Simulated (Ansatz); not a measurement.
CH5BFN: a line through the functionals

CH5BFN has 9 atoms, charge 0, and is taken as a singlet. SMILES: `CB(N)F`. The coordinates come from a PBE0-D4/def2-TZVP relaxation.

The vertical energy of the triplet above the singlet y, in eV, basis cc-pVDZ; a is the functional's share of exact exchange. Programs: Ansatz 0.2.0.

```
functional  program     a  y (eV)
       PBE   Ansatz     0    7.17
      BLYP   Ansatz     0    7.15
     B3LYP   Ansatz   0.2    7.36
   r2SCAN0   Ansatz  0.25    7.28
      PBE0   Ansatz  0.25       ?
     BHLYP   Ansatz   0.5    7.47
```

Fit y = c + s·a to the known rows and predict PBE0.


1. Means of the 5 rows: a = 0.1900, y = 7.286.
2. Σ(Δa)² = 0.172, Σ(Δa·Δy) = 0.1053, so the slope is 0.1053/0.172 = 0.61221.
3. Intercept: 7.286 − (0.61221) × 0.1900 = 7.170. The largest residual of the fit is 0.068.
4. PBE0: 7.170 + (0.61221) × 0.25 = 7.32 eV.

The run gave 7.36 eV, so the prediction is off by -0.04 eV, within the largest residual.
